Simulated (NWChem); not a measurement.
# H2SeSO; SMILES O[Se]S

```xyz
5

Se     0.4005     0.4747    -0.0009
O     -1.1555     1.3844    -0.0657
H     -1.4714     1.4640     0.8447
S     -0.2204    -1.6205     0.0584
H     -0.3710    -1.8243    -1.2735
```
Atoms are numbered in this order, from 1.

Level: PBE0/def2-SVP (NWChem), optimised geometry, unscaled harmonic frequencies. This build's default masses of Se (78.918 u) and Br (79.917 u) are each other's, which moves their modes by up to 0.6 %.

List the harmonic frequencies with IR intensities, and the thermochemistry.


| frequency (cm⁻¹) | IR intensity (km/mol) |
|---|---|
| 212 | 0.4 |
| 384 | 37.6 |
| 405 | 5.9 |
| 423 | 114.5 |
| 661 | 70.4 |
| 832 | 5.4 |
| 1104 | 49.9 |
| 2667 | 1.5 |
| 3842 | 97.8 |

```yaml
zero_point_energy: 15.0 kcal/mol
thermal correction to the enthalpy at 298.15 K (with zero-point energy): 18.5 kcal/mol
heat capacity Cv: 13.9 cal/(mol K)
entropy at 298.15 K and 1 atm (symmetry number 1): 71.2 cal/(mol K)
dipole_moment: 0.48 D
```

Rigid rotor and harmonic oscillator.
